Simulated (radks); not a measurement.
Results of a calculation; reference values are marked as such.
Task: These are the eigenvalues of the occupied orbitals of an atom or ion with whole-number occupations (eV). Code: a radial shooting solver on a logarithmic mesh with Libxc functionals. Model: Dirac Kohn-Sham, PBE, spin-unpolarised, spherical densities, point nucleus.

1s1/2: -15999.72
2s1/2: -2224.309
2p1/2: -2030.441
2p3/2: -1962.003
3s1/2: -399.9241
3p1/2: -329.4602
3p3/2: -318.9322
3d3/2: -195.2444
3d5/2: -193.3983
4s1/2: -99.9119
4p1/2: -80.7778
4p3/2: -79.2649

Which element is it, and in what charge state? The configuration may be excited. Open shells, if any, are shared by 2j + 1.

Result: Z = 38, strontium, charge +5: Sr5+ in [Ar] 3d10 4s2 4p3. The list shows which subshells hold electrons but not how many an open one holds; the 1s level, -587.98 hartree, gives Z - s = 34.3 by -(Z - s)^2/2, which with screening and relativity narrows Z to a few neighbours, and the depths of the outer levels then fix element, charge and occupations together.
